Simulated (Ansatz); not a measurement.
The cluster Al11, relaxed as a doublet with UKS PBE-D4/def2-SVP in Ansatz, starting from the GFN1-xTB geometry. Force threshold 0.03 eV/Å.

Another isomer (doublet) lies 0.16 eV lower at PBE0-D4/def2-TZVP; other spin states weren't run for this one.

Start:

```xyz
11

Al    1.488   -1.528    0.185
Al    3.293    0.325    0.571
Al   -1.849   -2.881   -0.959
Al    1.955    2.478    0.907
Al    0.960    1.820   -1.838
Al   -0.387    0.488   -0.004
Al   -0.919   -2.424    1.389
Al   -2.145   -0.407   -1.751
Al   -0.641    0.651   -3.570
Al   -1.636   -0.349    2.725
Al   -0.118    1.827    2.346
```

```
         step  energy (eV)  largest force component (eV/Å)  SCF passes
            1  -72503.5858                           0.686          51
            2  -72504.0650                           0.502          39
            3  -72504.3907                           0.447          39
            4  -72504.6691                           0.331          41
            5  -72504.8371                           0.210          35
            6  -72505.0215                           0.188          37
            7  -72505.2126                           0.207          41
            8  -72505.3313                           0.256          36
            9  -72505.4318                           0.285          38
           10  -72505.5379                           0.290          39
           11  -72505.6613                           0.225          40
           12  -72505.8574                           0.261          45
           13  -72506.0517                           0.222          44
           14  -72506.2169                           0.168          46
           15  -72506.3649                           0.189          46
           16  -72506.4484                           0.235          40
           17  -72506.5316                           0.184          37
           18  -72506.5907                           0.128          37
           19  -72506.6386                           0.150          44
           20  -72506.6777                           0.149          44
           21  -72506.7025                           0.129          38
           22  -72506.7210                           0.114          37
           23  -72506.7477                           0.144          37
           24  -72506.7880                           0.152          37
           25  -72506.8184                           0.120          39
26 (rejected)  -72506.7958                           0.225          41
           27  -72506.8324                           0.082          39
           28  -72506.8339                           0.036          33
           29  -72506.8351                           0.006          34
```

Force components are those of the run's own axes.

End:

| atom | x (Å) | y (Å) | z (Å) |
| --- | --- | --- | --- |
| Al1 | 1.187 | -1.418 | -0.888 |
| Al2 | 2.459 | -0.008 | 0.759 |
| Al3 | -1.223 | -2.121 | -0.803 |
| Al4 | 1.526 | 2.540 | 0.670 |
| Al5 | 1.606 | 1.219 | -1.658 |
| Al6 | -0.481 | 0.786 | 0.072 |
| Al7 | -0.004 | -1.255 | 1.701 |
| Al8 | -2.800 | 0.058 | -1.172 |
| Al9 | -0.513 | 0.006 | -2.558 |
| Al10 | -2.508 | -0.835 | 1.246 |
| Al11 | 0.750 | 1.029 | 2.632 |

Bonds lost: Al10–Al11 (atoms count from 1). Bonds formed: Al1–Al3, Al1–Al5, Al1–Al9, Al2–Al5, Al2–Al11, Al3–Al9, Al3–Al10, Al4–Al6 (atoms count from 1).

No frequencies were taken in this run, so the end may be a saddle point.

Hardware: 6 threads of Intel Xeon on a shared host. Wall time 3.3 min.
